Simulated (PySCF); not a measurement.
Compounds:
1. SMILES O1C[C@@H]2[C@@H](C=C)[C@H]1C2, C7H10O
2. `InChI=1S/C7H10O2/c8-6-4-9-7(6)5-2-1-3-5/h5,7H,1-4H2/t7-/m1/s1`
3. SMILES CC(C)(C)Cn1nccn1, C7H13N3
4. SMILES CO[C@H]1CN([SiH3])N=C1C, C5H12N2OSi
5. SMILES C1([SiH2]C(=C)C=O)=CC=CO1, C7H8O2Si
6. SMILES Cl[C@@H]1CC=COC1, C5H7ClO

PySCF 2.14 calculation with coordinates at the GFN2-xTB level and shieldings: GIAO PBE0/pcSseg-1; averaged over atoms made equivalent by symmetry, fast rotation or ring inversion, one computed conformer, gas phase, non-relativistic.

Shifts are taken against calculated references (same method and geometry level): ¹H, ¹³C vs TMS. Shifts are as computed. Against solution values, carbons near 30 ppm lie about +3 ppm off and those near 130 ppm about +5 ppm; carbons on Cl a further +6 ppm. Of 1211 compounds with measured shifts, 218 miss one by over three times the rms of a fit or turn the order of signals round; such compounds aren't used in these exercises. Carbons bonded to Cl come out too deshielded.

(1) Which show a ¹H signal above 9 ppm from a carbon-bound hydrogen?

(2) Which show a ¹³C signal above 185 ppm?

(3) Which give exactly 4 ¹³C signals?

Answers

(1) 5 (9.91: hydrogen on an aldehyde carbonyl carbon).

(2) 2 (213.9: ketone carbonyl carbon); 5 (202.6: aldehyde carbonyl carbon).

(3) 3 (δ 138.3, 67.1, 36.2, 29.3).
